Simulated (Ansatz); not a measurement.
Zr3O6⁻, relaxed as a doublet with UKS PBE-D4/def2-SVP in Ansatz, starting from the GFN1-xTB geometry. Force threshold 0.03 eV/Å.

In the def2 sets Zr takes a core potential; there is no spin–orbit coupling. The relaxation made no stability test and no search for a lower SCF solution. The structure comes from a short search, and lower isomers may exist.

Start:

```xyz
9

Zr    0.505    1.312   -1.186
Zr   -1.757   -0.139    0.525
Zr    1.234   -1.230    0.589
O    -0.637   -1.707    0.672
O     2.478   -1.891    1.672
O     1.097    2.911   -1.685
O    -3.176    0.175    1.548
O     1.621   -0.259   -1.036
O    -1.365    0.830   -1.100
```

```tsv
step	energy (eV)	largest force component (eV/Å)	SCF passes
1	-16117.1397	2.288	27
2	-16117.9941	0.240	28
3	-16118.0308	0.206	28
4	-16118.0427	0.189	28
5	-16118.0791	0.330	29
6	-16118.1269	0.122	28
7	-16118.1565	0.247	26
8 (rejected)	-16118.0659	1.419	29
9	-16118.1660	0.076	26
10	-16118.1665	0.292	28
11	-16118.1718	0.011	24
```

Force components are those of the run's own axes.

End:

Cartesian coordinates in Å:
```
Zr 0.622 1.642 -1.039
Zr -1.859 0.050 0.836
Zr 1.420 -1.147 0.907
O -0.546 -1.427 1.163
O 2.467 -2.600 1.058
O 0.985 2.548 -2.549
O -3.600 -0.386 0.925
O 1.814 0.090 -0.617
O -1.304 1.229 -0.684
```

By distances, no bond broke or formed. The bond that changes most is Zr2–O9, from 1.93 to 2.00 Å (atoms count from 1).

No frequencies were taken in this run, so the end may be a saddle point.

It took 44 s on 4 threads of Intel Xeon Platinum 8259CL on a shared host.
